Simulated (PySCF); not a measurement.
Be(Br)(Me) (CH3BeBr), SMILES [CH3][Be][Br].

The structure is a stationary point at ωB97X-D3(BJ)/def2-TZVP.

The numbers are results of ωB97X-D3(BJ)/def2-TZVP run with PySCF, not measurements.

Frequencies are harmonic and unscaled.

Modes within 1.5 cm⁻¹ of each other (mostly degenerate sets) share a row, with their intensities summed.

| mode | ν (cm⁻¹) | IR (km/mol) | Raman (Å⁴/amu) | depolarisation | moving atoms (share of kinetic energy) |
|---|---|---|---|---|---|
| 1–2 | 206 | 30.2 | 0.2 | 0.75 | Be 69 %, H 26 % |
| 3 | 403 | 8.8 | 9.6 | 0.10 | C 54 %, Br 22 %, H 15 %, Be 10 % |
| 4–5 | 689 | 116.1 | 3.6 | 0.75 | H 67 %, C 19 %, Be 15 % |
| 6 | 1077 | 190.0 | 0.3 | 0.44 | Be 77 %, H 15 % |
| 7 | 1262 | 79.3 | 3.3 | 0.01 | H 70 %, C 25 % |
| 8–9 | 1456 | 3.6 | 7.6 | 0.75 | H 96 % |
| 10 | 3048 | 1.7 | 149.6 | 0.00 | H 97 % |
| 11–12 | 3122 | 19.4 | 163.8 | 0.75 | H 91 %, C 9 % |
